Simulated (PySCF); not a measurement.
**Si2BS3F5**

The system: Si2BS3F5, a molecule drawn as a unit of a network glass or zeolite (built as: B3 Si Si, F ends, S bridges); neutral, singlet. The structure was relaxed in the gas phase by PBE0-D3(BJ)/def2-SVP. No frequency run checks that it is a minimum.

SMILES: FB1S[Si](F)(F)S[Si](F)(F)S1

```csv
atom,x (Å),y (Å),z (Å)
F1,0.506,0.991,-2.201
Si2,-0.260,-0.322,-1.690
F3,-0.717,-1.146,-2.983
S4,1.056,-1.570,-0.604
Si5,1.459,-0.184,0.941
F6,2.179,1.123,0.354
F7,2.489,-0.888,1.943
S8,-0.201,0.383,2.124
B9,-1.680,0.502,1.069
F10,-2.754,0.854,1.754
S11,-2.044,0.231,-0.694
```

Shieldings: GIAO PBE0/pcSseg-1. Shifts are against computed references at the same level: Si TMS (σ 352.0 ppm). Core levels by delta-SCF with SCAN, pcX-2 on the ionised atom and pcseg-1 elsewhere, spin-free X2C (2p3/2 is the spin-free 2p value less a third of a first-order spin-orbit splitting); from the vacuum level, for chosen atoms.

(1) Give the NMR and core-level values of the distinct atoms.

(2) By CAM-B3LYP/def2-SVPD (TDDFT singlets, Tamm-Dancoff triplets, ionisation by delta-SCF), where does absorption start, and what does vertical ionisation take?

Answers

(1) 
```
  atoms   bonded to  σ (ppm)  δ (ppm)  core level (eV)
  F1 F6        1 Si    258.7        -        1s 693.43
Si2 Si5   2 F + 2 S    354.1     -2.1     2p3/2 110.33
  F3 F7        1 Si    297.7        -                -
     S4        2 Si    645.7        -                -
 S8 S11  1 B + 1 Si    547.8        -     2p3/2 170.24
     B9   1 F + 2 S     54.9        -        1s 199.29
    F10         1 B    181.5        -        1s 693.74
```

Values are those of this one static structure; atoms that internal rotation interchanges would show their mean in an NMR spectrum.

The core-hole state of B9 is spin-contaminated (⟨S²⟩ 0.83 against 0.75 for a pure doublet), so that value and differences from it are less sure.

(2) The lowest singlet lies at 6.15 eV (f 0.084), the lowest triplet at 5.47 eV; vertical ionisation takes 10.84 eV.
